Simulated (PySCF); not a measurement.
Members of one series of related molecules.

All values: PBE0/pcSseg-1 (PySCF) at GFN2-xTB geometries, gas phase, one conformer each.

Task: Rank by LUMO energy, highest first.
A. `N#C/C=C\C[SiH2]CO[SiH3]`
B. `C/C=C\C[SiH2]CO[SiH3]`
C. `[SiH3]OC[SiH2]C/C=C/Cl`
D. `F/C=C/C[SiH2]CO[SiH3]`
E. `C(/C[SiH2]CO[SiH3])=C/C#C`

Result: B (0.26 eV), D (0.07 eV), C (-0.09 eV), E (-0.81 eV), A (-1.31 eV).

All values together:

```
                 SMILES                      change      formula  μ (D)  HOMO (eV)  LUMO (eV)  lowest IAO charge (e)  highest IAO charge (e)  lowest Hirshfeld charge (e)  highest Hirshfeld charge (e)
     C=CC[SiH2]CO[SiH3]                      parent    C4H12OSi2   0.82      -7.11       0.14             -0.650 (O)             +0.879 (Si)                   -0.222 (O)                   +0.380 (Si)
N#C/C=C\C[SiH2]CO[SiH3]       H on C replaced by CN   C5H11NOSi2   3.15      -7.36      -1.31             -0.651 (O)             +0.869 (Si)                   -0.225 (N)                   +0.373 (Si)
 [SiH3]OC[SiH2]C/C=C/Cl       H on C replaced by Cl  C4H11ClOSi2   2.97      -6.88      -0.09             -0.649 (O)             +0.879 (Si)                   -0.223 (O)                   +0.382 (Si)
C#C/C=C\C[SiH2]CO[SiH3]  H on C replaced by ethynyl    C6H12OSi2   1.07      -6.74      -0.81             -0.646 (O)             +0.873 (Si)                   -0.223 (O)                   +0.370 (Si)
  C/C=C\C[SiH2]CO[SiH3]      H on C replaced by CH3    C5H14OSi2   1.47      -6.81       0.26             -0.646 (O)             +0.880 (Si)                   -0.226 (O)                   +0.380 (Si)
  F/C=C/C[SiH2]CO[SiH3]        H on C replaced by F   C4H11FOSi2   1.28      -6.95       0.07             -0.651 (O)             +0.872 (Si)                   -0.221 (O)                   +0.379 (Si)
```

Conformers: `[CH2:1]=[CH:2][CH2:3][SiH2:4][CH2:5][O:6][SiH3:7]` with C1–C2–C3–Si4 -100°, C2–C3–Si4–C5 61°, C3–Si4–C5–O6 61°, Si4–C5–O6–Si7 179°; `[N:1]#[C:2]/[CH:3]=[CH:4]\[CH2:5][SiH2:6][CH2:7][O:8][SiH3:9]` with C3–C4–C5–Si6 96°, C4–C5–Si6–C7 -55°, C5–Si6–C7–O8 72°, Si6–C7–O8–Si9 -171°; `[SiH3:1][O:2][CH2:3][SiH2:4][CH2:5]/[CH:6]=[CH:7]/[Cl:8]` with Si1–O2–C3–Si4 179°, O2–C3–Si4–C5 -58°, C3–Si4–C5–C6 179°, Si4–C5–C6–C7 -105°; `[CH:1]#[C:2]/[CH:3]=[CH:4]\[CH2:5][SiH2:6][CH2:7][O:8][SiH3:9]` with C3–C4–C5–Si6 -102°, C4–C5–Si6–C7 65°, C5–Si6–C7–O8 66°, Si6–C7–O8–Si9 -175°; `[CH3:1]/[CH:2]=[CH:3]\[CH2:4][SiH2:5][CH2:6][O:7][SiH3:8]` with C2–C3–C4–Si5 96°, C3–C4–Si5–C6 -58°, C4–Si5–C6–O7 180°, Si5–C6–O7–Si8 180°; `[F:1]/[CH:2]=[CH:3]/[CH2:4][SiH2:5][CH2:6][O:7][SiH3:8]` with C2–C3–C4–Si5 104°, C3–C4–Si5–C6 -53°, C4–Si5–C6–O7 -53°, Si5–C6–O7–Si8 165°.

Task: Give the shifts from the parent, `C=CC[SiH2]CO[SiH3]`.

Result: 
```
                 SMILES  change in μ (D)  change in HOMO (eV)  change in LUMO (eV)
N#C/C=C\C[SiH2]CO[SiH3]            +2.33                -0.25                -1.45
 [SiH3]OC[SiH2]C/C=C/Cl            +2.15                +0.23                -0.23
C#C/C=C\C[SiH2]CO[SiH3]            +0.25                +0.37                -0.95
  C/C=C\C[SiH2]CO[SiH3]            +0.65                +0.30                +0.12
  F/C=C/C[SiH2]CO[SiH3]            +0.46                +0.16                -0.07
```
